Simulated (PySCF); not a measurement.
Isomers of C3H5FSe and their computed core-level spectra.

The calculation used delta-SCF UKS SCAN, pcX-2 on the ionised atom, pcseg-1 elsewhere, spin-free X2C (PySCF 2.14.0). Geometries: PBE0-D3(BJ)/def2-SVP; isolated species, one conformer each.

Line lists (1s up to Mg, 2p3/2 beyond, nothing for Se; areas count atoms within a level, one atom standing for each set equivalent by bonding):
1. C 1s: 291.28 (area 2), 293.42 (area 1) eV; F 1s: 692.42 eV
2. C 1s: 291.29 (area 1), 291.36 (area 1), 293.31 (area 1) eV; F 1s: 692.62 eV
3. C 1s: 290.15 (area 1), 291.03 (area 1), 293.51 (area 1) eV; F 1s: 692.65 eV
4. C 1s: 290.18 (area 1), 291.19 (area 1), 293.09 (area 1) eV; F 1s: 693.06 eV
5. C 1s: 290.82 (area 1), 291.26 (area 1), 292.25 (area 1) eV; F 1s: 692.90 eV

Structures:
A. `C=C(F)[Se]C`
B. `C1C(F)C[Se]1`
C. `F[C@H]1CC[Se]1`
D. `C[Se]/C=C\F`
E. `C=C[Se]CF`

Task: Match each list to its structure.

Result: 
- 1 = B: no other candidate has these counts of sites. C 1s: 291.28 sp3 carbon bound to selenium (×2), 293.42 sp3 C–F carbon; F 1s: 692.42 alkyl fluorine.
- 2 = C: another candidate has the same counts of sites, so positions decide. C 1s: 291.29 sp3 carbon bound to selenium, 291.36 four-membered-ring carbon, 293.31 sp3 C–F carbon; F 1s: 692.62 alkyl fluorine.
- 3 = E: another candidate has the same counts of sites, so positions decide. C 1s: 290.15 terminal =CH2 carbon, 291.03 alkene CH carbon, 293.51 sp3 C–F carbon; F 1s: 692.65 alkyl fluorine.
- 4 = A: another candidate has the same counts of sites, so positions decide. C 1s: 290.18 terminal =CH2 carbon, 291.19 sp3 carbon bound to selenium, 293.09 vinylic C–F carbon; F 1s: 693.06 vinyl fluorine.
- 5 = D: another candidate has the same counts of sites, so positions decide. C 1s: 290.82 alkene CH carbon, 291.26 sp3 carbon bound to selenium, 292.25 vinylic C–F carbon; F 1s: 692.90 vinyl fluorine.

1 of these hole states is spin-contaminated (⟨S²⟩ 0.86, against 0.75; counted from 0.85) and less certain.
